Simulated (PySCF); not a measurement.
Al(F)(OMe)(SH) (CH4AlFOS), SMILES C[O][Al]([F])[SH].

Geometry optimised at PBE-D3(BJ)/def2-SVP. The structure was generated by enumeration; whether it is a known compound was not checked. Other conformers were not sampled.

The numbers are results of PySCF 2.14.0 with TDDFT-PBE/def2-SVPD, not measurements.

Vertical excitations. The molecule is in vacuum. State labels are in the subgroup Cs.

Give excitation energies, oscillator strengths and character. (An estimate is asked for; the answer gives what the named calculation found.)


| state | symmetry | energy (eV) | λ (nm) | f | main pairs |
|---|---|---|---|---|---|
| S1 | A" | 4.92 | 252 | 0.015 | HOMO→LUMO 100 % |
| S2 | A' | 5.46 | 227 | 0.009 | HOMO−1→LUMO 98 % |
| S3 | A" | 5.47 | 227 | 0.040 | HOMO−2→LUMO 99 % |
| S4 | A" | 6.12 | 202 | 0.005 | HOMO→LUMO+2 97 % |
| S5 | A' | 6.16 | 201 | 0.046 | HOMO→LUMO+1 80 %, HOMO−3→LUMO 15 % |
| S6 | A" | 6.36 | 195 | 0.003 | HOMO−1→LUMO+1 99 % |
| S7 | A' | 6.49 | 191 | 0.003 | HOMO−1→LUMO+2 64 %, HOMO−2→LUMO+1 28 % |
| S8 | A" | 6.56 | 189 | 0.002 | HOMO−2→LUMO+2 97 % |
| S9 | A' | 6.73 | 184 | 0.114 | HOMO−2→LUMO+1 56 %, HOMO−1→LUMO+2 32 % |
| S10 | A" | 6.82 | 182 | 0.000 | HOMO→LUMO+3 100 % |
| T1 | A" | 4.70 | 264 | 0 | HOMO→LUMO 99 % |
| T2 | A" | 5.14 | 241 | 0 | HOMO−2→LUMO 98 % |
| T3 | A' | 5.23 | 237 | 0 | HOMO−1→LUMO 99 % |
| T4 | A' | 5.52 | 225 | 0 | HOMO→LUMO+1 93 % |
Triplets are in the Tamm–Dancoff approximation, which puts them higher than full response would, so one can lie above its singlet here.
